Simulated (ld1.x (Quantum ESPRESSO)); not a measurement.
# Nd (Z = 60): variants of one RRKJ potential

Base potential:

ld1.x (Quantum ESPRESSO) 7.5 input, shortened:

```
&input
   title='Nd', zed=60., rel=1, dft='PBE', iswitch=3,
   config='[Xe] 4f4 5d0.5 6s1.5 6p0'
 /
 &inputp
   pseudotype=2, tm=.false., lloc=0,
   nlcc=.false.
 /
4
5P  2  1   6.00   0.00  2.80  2.80  0.0
5D  3  2   0.50   0.00  2.35  2.35  0.0
4F  4  3   4.00   0.00  1.00  1.00  0.0
5S  1  0   2.00   0.00  1.60  1.60  0.0
 &test
   configts(1)='4f4 5s2 5p6 5d0.5 6s1.5 6p0'
 /
```

Occupied shells without a wave of their own: 6s. They enter only through the test configuration that unscreens the potential.

All-electron outer shells of the reference configuration (PBE, scalar-relativistic, ld1.x):

| shell | level (eV) | outermost node (bohr) | outermost maximum (bohr) |
| --- | --- | --- | --- |
| 4p | -225.39 | 0.32 | 0.59 |
| 4d | -116.08 | 0.29 | 0.62 |
| 5s | -39.81 | 0.72 | 1.32 |
| 5p | -21.48 | 0.77 | 1.50 |
| 6s | -3.27 | 1.78 | 3.83 |
| 5d | -1.56 | 0.88 | 2.27 |
| 4f | -1.15 | – | 0.67 |
| 6p | -1.12 | 2.15 | 5.17 |

Cutoffs, loose and tight: the cutoffs (Ry, on a coarse ladder) from which the occupation-weighted sum of valence levels, in a spherical-Bessel basis at the reference potential, stays within 10 and 1 mRy of its value at 400 Ry. They do not see the model core or the augmentation charge, which bear on the density cutoff. Test errors are all-electron minus pseudo excitation energies from the reference, over the configurations 4f4 5s2 5p6 5d0 6s2 6p0; 4f4 5s2 5p6 5d0 6s1 6p0; 4f4 5s2 5p6 5d0 6s0 6p0; 4f4 5s2 5p5 5d0 6s2 6p0; 4f4 5s2 5p6 5d0 6s1.5 6p0; 4f4 5s2 5p6 5d1 6s1 6p0; 4f4 5s2 5p6 5d1 6s0 6p0. A dash means not determined; rows that change the core or the reference have their own tests.

A true bound ghost makes a file unfit for plane-wave use even where its test errors are small: the radial tests pick states by their node count and pass the ghost by.

| change | outcome | cutoff, loose | cutoff, tight | bound ghosts | largest test error (meV) |
| --- | --- | --- | --- | --- | --- |
| base | generated | 200 Ry | 300 Ry | none | -151 |
| wave 5s (bound): rc 1.60 bohr becomes 5s (bound): rc 1.38 bohr | generated | 200 Ry | 300 Ry | none | -100 |
| wave 5s (bound): rc 1.60 bohr becomes 5s (bound): rc 1.66 bohr | generated | 200 Ry | 300 Ry | none | -179 |
| wave 5s (bound): rc 1.60 bohr becomes 5s (bound): rc 1.90 bohr | generated, misses its reference levels by 0.15 eV | 200 Ry | 300 Ry | none | -467 |
| wave 5s (bound): rc 1.60 bohr becomes 5s (bound): rc 2.08 bohr | generated, misses its reference levels by 0.33 eV | 200 Ry | 300 Ry | none | -1001 |

Problem. What comes out with this change to the base: wave 5s (bound): rc 1.60 bohr becomes 5s (bound): rc 1.12 bohr?

Solution. outcome: generated; cutoff, loose: 230 Ry; cutoff, tight: 300 Ry; bound ghosts: p; largest test error (meV): -438.

Problem. What comes out with this change to the base: wave 5s (bound): rc 1.60 bohr becomes 5s (bound): rc 2.30 bohr?

Solution. outcome: generated, misses its reference levels by 0.66 eV; cutoff, loose: 200 Ry; cutoff, tight: 300 Ry; bound ghosts: none; largest test error (meV): no test is counted, since the test run did not reproduce the reference configuration.

Reading the sweep of the s radius (base included, trends over the rows without a ghost): The loose cutoff stays near 200 Ry. The median size of the test errors (rows with all tests solved) rises from 16.6 meV at 1.38 to 246.4 meV at 2.08 bohr. More of the atom is replaced by a form fitted at one configuration, so other configurations suffer as the radius grows. Bound ghosts are found at 1.12 bohr.
